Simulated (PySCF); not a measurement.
# Structure from NMR data

The spectra below were simulated for a compound C$_{5}$H$_{14}$OSi$_{3}$.

1H NMR (600 MHz, computed): δ 7.04 (q, 1H), 5.37 (s, 2H), 5.05 (s, 3H), 5.01 (m, 1H), 4.97 (m, 1H), 4.28 (d, 3H), 1.85 (s, 3H).

13C{1H} NMR (computed): δ 177.6 (C), 165.7 (C), 142.3 (CH), 116.3 (CH2), 26.3 (CH3).

- geometry: GFN2-xTB
- σ from GIAO-PBE0/pcSseg-1
- program: PySCF 2.14
- averaged over atoms made equivalent by symmetry, fast rotation or ring inversion, relativity neglected, gas phase, one computed conformer

δ = σ(ref) − σ, references computed at the same level: 1H and 13C vs TMS.

Q: Propose a structure and justify it.

A: 
The formula gives 2 degrees of unsaturation (no ring in the answer). 5 carbon signals for 5 carbons: no two carbons are equivalent. Carbon types of the structure: 2 × C, 1 × CH, 1 × CH2, 1 × CH3, leaving 8 H on heteroatoms. δC 177.6, 165.7: fully substituted alkene carbon. δC 142.3: alkene CH; an sp2 carbon of a C=C bond. δC 116.3: terminal =CH2 carbon; the olefinic region. δC 26.3: allylic methyl carbon; a saturated carbon with 1 carbon neighbour and no heteroatom attached. δH 7.04: hydrogen on an alkene CH; a vinylic proton, deshielded by the sp2 carbon and the C=C anisotropy. δH 5.01, 4.97: hydrogen on a terminal =CH2 carbon; a vinylic proton, deshielded by the sp2 carbon and the C=C anisotropy. δH 1.85: hydrogen on an allylic methyl carbon; allylic position.

These data were computed for `C=C(C)/C(=C/[SiH3])[SiH2]O[SiH3]`.

The shifts were computed for this structure.

Shifts are as computed. Against solution values, carbons near 30 ppm lie about +3 ppm off and those near 130 ppm about +5 ppm. Of 1309 compounds with measured shifts, 239 miss one by over three times the rms of a fit or turn the order of signals round; such compounds aren't used in these exercises. No couplings were computed; multiplicities are counted from neighbouring protons, with m where these are inequivalent, close in shift, in a saturated or five-membered ring or joined by F or P, and br s for small geminal =CH2 splittings.
